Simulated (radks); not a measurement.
Values are calculated unless marked as measured or tabulated.
Task: These are the eigenvalues of the occupied orbitals of an atom or ion with whole-number occupations (eV). Code: a radial shooting solver on a logarithmic mesh with Libxc functionals. Model: scalar-relativistic Kohn-Sham, LDA (Slater exchange, Perdew-Wang correlation), spin-unpolarised, spherical densities, point nucleus.

| orbital | eigenvalue |
|---|---|
| 1s | -26500.27 |
| 2s | -3940.928 |
| 2p | -3539.129 |
| 3s | -739.5264 |
| 3p | -607.7140 |
| 3d | -400.7698 |
| 4s | -112.6815 |
| 4p | -73.8381 |
| 4d | -18.6721 |
| 5s | -11.4256 |
| 7s | -0.8492 |

Which element is it, and in what charge state? The configuration may be excited.

Result: Z = 48, cadmium, charge 0: Cd in [Kr] 4d10 5s1 7s1. The list shows which subshells hold electrons but not how many an open one holds; the 1s level, -973.87 hartree, gives Z - s = 44.1 by -(Z - s)^2/2, which with screening and relativity narrows Z to a few neighbours, and the depths of the outer levels then fix element, charge and occupations together.
